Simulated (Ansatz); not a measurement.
H5OSiSn, SMILES `[SiH3][O][SnH2]` radical. Charge 0, multiplicity 2. Sn takes the def2 core potential.

```json
{"atom": "Si1", "x (Å)": "-1.111", "y (Å)": "0.100", "z (Å)": "-0.845"}
{"atom": "O2", "x (Å)": "0.335", "y (Å)": "-0.459", "z (Å)": "-0.337"}
{"atom": "Sn3", "x (Å)": "1.769", "y (Å)": "0.173", "z (Å)": "0.855"}
{"atom": "H4", "x (Å)": "-1.690", "y (Å)": "1.066", "z (Å)": "0.134"}
{"atom": "H5", "x (Å)": "-2.050", "y (Å)": "-1.042", "z (Å)": "-1.000"}
{"atom": "H6", "x (Å)": "-0.984", "y (Å)": "0.797", "z (Å)": "-2.154"}
{"atom": "H7", "x (Å)": "2.760", "y (Å)": "-1.227", "z (Å)": "1.016"}
{"atom": "H8", "x (Å)": "0.971", "y (Å)": "0.592", "z (Å)": "2.331"}
```

(1) What are the harmonic wavenumbers in cm⁻¹ at PBE0-D4/def2-TZVP (Ansatz, finite differences of forces, unscaled)? (Estimate.)

(2) Is this a minimum?

(3) Give the ideal-gas thermochemistry at 298.15 K and 1 bar (rigid rotor, harmonic oscillator; point group C1, symmetry number 1).

(4) And at 400, 500, 600, 800 and 1000 K?

Answers

(1) Ansatz gave: 42, 66, 99, 446, 508, 569, 676, 721, 734, 951, 958, 984, 999, 1812, 1869, 2187, 2208, 2222.

(2) Yes, all 18 modes are real.

(3) Zero-point energy 108.0 kJ/mol; H(298) − E = 127.2 kJ/mol; entropy 354.4 J/(mol·K), of which translation 172.7, rotation 108.1, vibration 67.7, electronic 5.8; G(298) − E = 21.5 kJ/mol. Modes under 100 cm⁻¹ are hindered rotations or soft bends, so the harmonic entropy is rough.

(4) 
```tsv
T (K)	H − E (kJ/mol)	S (J/mol/K)	G − E (kJ/mol)
400	137.3	383.3	-16.1
500	148.6	408.5	-55.7
600	161.0	431.1	-97.7
800	188.4	470.4	-187.9
1000	218.3	503.7	-285.4
```
